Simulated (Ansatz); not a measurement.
Mulliken charges of C2H7Sb (`C[CH2][SbH2]`) from ωB97M-V/def2-TZVPP in Ansatz (PBE0-D4/def2-TZVP geometry).

| atom | x (Å) | y (Å) | z (Å) | charge (e) |
| --- | --- | --- | --- | --- |
| C1 | -0.848 | 0.421 | -0.582 | -0.290 |
| C2 | -0.064 | -0.816 | -0.190 | -0.424 |
| Sb3 | 1.610 | -0.466 | 1.144 | 0.298 |
| H4 | -1.676 | 0.170 | -1.254 | 0.106 |
| H5 | -0.214 | 1.149 | -1.094 | 0.106 |
| H6 | -1.272 | 0.919 | 0.293 | 0.106 |
| H7 | 0.355 | -1.318 | -1.066 | 0.134 |
| H8 | -0.699 | -1.547 | 0.317 | 0.134 |
| H9 | 0.711 | 0.557 | 2.181 | -0.084 |
| H10 | 2.180 | 0.880 | 0.253 | -0.084 |

By hand: the dipole of these point charges (1 e Å = 4.8032 D).

Σ q r = (0.129, -0.182, 0.068) e Å, of length 0.233 e Å = 1.12 D.

How does the dipole of the full density compare? (Estimate.)

The calculation gave: (-0.117, -0.084, -0.103) e Å, 0.85 D; the point charges give 1.32 times that, at 99° from its direction.

Point charges leave out the atoms' own dipoles, such as those of lone pairs, and Mulliken's split depends on the basis, so the two needn't agree.
